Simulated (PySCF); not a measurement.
Relaxation of singlet TaO2(OH)

All numbers come from PBE0/[Ta def2-TZVP with ECP60, O def2-TZVP, H def2-TZVP], scalar-relativistic core potentials, density fitting, no spin–orbit coupling, PySCF. A (50,194) grid was used.

A start displaced from a saddle point along its imaginary mode, with no symmetry imposed:

```xyz
5
charge 0 multiplicity 1, angstrom
Ta    0.0047    0.0128    0.0161
O     1.7469    0.0477   -0.0618
O    -0.7111    1.6004   -0.0618
O    -0.9710   -1.6665   -0.0506
H    -1.8625   -2.0125   -0.1200
```

Optimiser trace:
```
step  E − E(last) (kJ/mol)  largest gradient (Eh/bohr)
   0                 31.13                     0.00445
   1                 25.35                     0.02845
   2                 20.00                     0.03905
   3                 14.33                     0.02565
   4                  8.54                     0.01466
   5                  4.59                     0.00516
   6                  2.87                     0.00809
   7                  1.44                     0.01016
   8                  0.83                     0.00511
   9                  0.30                     0.00634
  10                  0.05                     0.00252
  11                  0.01                     0.00077
  12                  0.00                     0.00030
  13                  0.00                     0.00028
```

It ends at C1 with O–H 0.958 Å, Ta–O 1.735 Å (×2), Ta–O 1.916 Å; H–O–Ta 129.3°, O–Ta–O 107.4°, O–Ta–O 109.1°, O–Ta–O 109.6° (after a last refinement on a finer grid). A frequency run shows a minimum. Other isomers or separated fragments may lie lower.

Final geometry:
Z-matrix (Å, degrees; charge 0 multiplicity 1):
```
Ta
O  1 1.7361
O  1 1.7342 2 107.36
O  1 1.9157 2 109.14 3 118.78
H  4 0.9575 1 129.28 2 -115.76
```

Spin–orbit coupling, left out here, can matter for elements this heavy.

The relaxation took 41 s on 4 threads of a shared Arm Neoverse V1 host, with 139 basis functions and 15 gradients; the process peaked at 1.6 GiB. Launch command: `OMP_NUM_THREADS=4 python axn.py task.json out`.
